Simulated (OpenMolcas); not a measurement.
Computed levels of 5s² 5p³ in ions with 51 electrons, in cm-1 above ⁴S°_3/2.

```
Program             : OpenMolcas 26.06
Method              : CASSCF
Basis               : ANO-R2
Scalar Hamiltonian  : X2C, finite nucleus
Spin-orbit coupling : RASSI with atomic mean-field integrals over the reference wave functions, term energies averaged over their components
```

Active space for each ion: 5 electrons in 8 orbitals (5s 5p 6s 6p).

```json
{"Level": "²D°_3/2", "Sb": "11754", "I2+": "15378", "Xe3+": "16859"}
{"Level": "²D°_5/2", "Sb": "13187", "I2+": "18734", "Xe3+": "21389"}
{"Level": "²P°_1/2", "Sb": "18090", "I2+": "25983", "Xe3+": "29646"}
{"Level": "²P°_3/2", "Sb": "19824", "I2+": "30550", "Xe3+": "36190"}
```

**Question.** Estimate ²D°_3/2, ²D°_5/2 for Te+ from its neighbours Sb and I2+.

**Answer.** ²D°_3/2 is another term, which grows about linearly with the charge: (11754 + 15378) / 2 = 13566. The calculation gives 13740, so the estimate is off by -1.3 %; the measured value is 10222 (NIST Handbook of Basic Atomic Spectroscopic Data).
²D°_5/2 is another term, which grows about linearly with the charge: (13187 + 18734) / 2 = 15960. The calculation gives 16055, so the estimate is off by -0.6 %; the measured value is 12422 (NIST Handbook of Basic Atomic Spectroscopic Data).

Mixed levels, with the weight of the term that names them: I2+ ²P°_3/2 (75 %), Xe3+ ²D°_3/2 (75 %), Xe3+ ²P°_3/2 (72 %).

The run also gave levels led by 5s² 5p² 6s, which use shells meant for correlation; these and all levels above them are left out (holds for Sb). Active for correlation alone: 6p 6s; no level in the range computed is led by a configuration that fills them, so any true level of that kind is missing (holds for Te+; I2+; Xe3+). Computed and measured levels are paired by configuration, term and J; levels that our copy of the source lacks, or whose pairing is in doubt (as where it misses far off the trend of its configuration), stay unpaired and out of the deviations. Only configurations of the active space appear.

° marks odd parity.
